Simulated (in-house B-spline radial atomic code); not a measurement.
Response of Kr as one setting changes: the radius of a hard wall (bohr). Method: PBE. A dash marks a strongly mixed or unbound state. A box has no continuum, so excitations may lie above minus the highest level. Computed with a B-spline radial code for spherical atoms: linear response of the closed shell [Ar] 3d10 4s2 4p6 with the functional's adiabatic kernel; scalar-relativistic (spin-free one-electron X2C), finite nucleus, no spin-orbit coupling, no double excitations, S, P, D and F terms only; shells from n = 2 respond. Only terms of natural parity with L up to 3 were computed.

```
radius of a hard wall (bohr)  lowest 1P (eV)  lowest 3P, Tamm-Dancoff (eV)  minus highest occupied level (eV)  α (bohr³)
                         2.5   4p → 4d 39.66                4p → 4d 27.842                            -18.133      2.932
                           3   4p → 4d 32.78                4p → 4d 22.613                             -4.032      4.674
                         3.5               ?                             ?                                  ?          ?
                           4               -                4p → 4d 17.385                              5.735      8.815
                         4.5               ?                             ?                                  ?          ?
                         5.5  4p → 5s 14.164                4p → 5s 13.495                              8.728      14.29
                         6.5  4p → 5s 11.677                4p → 5s 11.219                              9.106      16.41
                           8  4p → 5s 10.041                 4p → 5s 9.722                              9.228      17.74
                          10   4p → 5s 9.267                 4p → 5s 9.035                              9.245       18.1
                          15   4p → 5s 8.880                 4p → 5s 8.715                              9.246      18.14
```

What belongs in the row for 3.5?

lowest 1P (eV): 4p → 4d 28.121; lowest 3P, Tamm-Dancoff (eV): 4p → 4d 19.433; minus highest occupied level (eV): 2.504; α (bohr³): 6.687.

What belongs in the row for 4.5?

lowest 1P (eV): 4p → 5s 19.656; lowest 3P, Tamm-Dancoff (eV): 4p → 4d 15.974; minus highest occupied level (eV): 7.394; α (bohr³): 10.88.
